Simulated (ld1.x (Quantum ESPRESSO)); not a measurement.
Cutoff test, cadmium, TM semilocal

ld1.x (Quantum ESPRESSO) 7.5 input, shortened:

```
&input
   title='Cd', zed=48., rel=1, dft='PBE', iswitch=3,
   config='[Kr] 4d10 5s2 5p0'
 /
 &inputp
   pseudotype=1, tm=.true., lloc=0,
   nlcc=.true., rcore=0.75
 /
3
4P  2  1   6.00   0.00  1.00  1.00  0.0
4D  3  2  10.00   0.00  1.65  1.65  0.0
5S  1  0   2.00   0.00  1.70  1.70  0.0
 &test
   configts(1)='4p6 4d10 5s2 5p0'
 /
```

The pseudo-atom Hamiltonian at the reference potential is diagonalised in spherical Bessel functions j_l(qr) that vanish at 20 bohr, with q² up to the cutoff. All-electron valence levels (Ry): 4p -4.9220, 5p -0.0870, 4d -0.8623, 5s -0.4159.

Task: How do the lowest levels (Ry) of each channel move with the cutoff, and are there ghosts?

Result:

| cutoff (Ry) | p #1 | p #2 | p #3 | d #1 | d #2 | s #1 | s #2 | Σ f·Δε (mRy) |
| --- | --- | --- | --- | --- | --- | --- | --- | --- |
| 8 | -2.5671 | -0.0214 | 0.0716 | 0.0567 | 0.1231 | -0.3726 | 0.0089 | 23407.1 |
| 21 | -4.6276 | -0.0750 | 0.0530 | -0.2772 | 0.0651 | -0.4080 | 0.0055 | 7634.8 |
| 45 | -4.8035 | -0.0843 | 0.0510 | -0.8153 | 0.0631 | -0.4147 | 0.0049 | 1184.2 |
| 90 | -4.9151 | -0.0877 | 0.0503 | -0.8622 | 0.0630 | -0.4158 | 0.0048 | 43.7 |
| 160 | -4.9208 | -0.0879 | 0.0503 | -0.8623 | 0.0630 | -0.4159 | 0.0048 | 8.1 |
| 300 | -4.9221 | -0.0880 | 0.0503 | -0.8624 | 0.0630 | -0.4159 | 0.0048 | 0.2 |
| 400 | -4.9221 | -0.0880 | 0.0503 | -0.8624 | 0.0630 | -0.4159 | 0.0048 | 0.0 |

Result: no extra level below or beside the all-electron valence levels (p, d, s tested); the semilocal form is local in each channel, so this says nothing of the separable form that plane-wave codes build from it; 10 mRy is reached at 160 Ry and 1 mRy at 230 Ry.
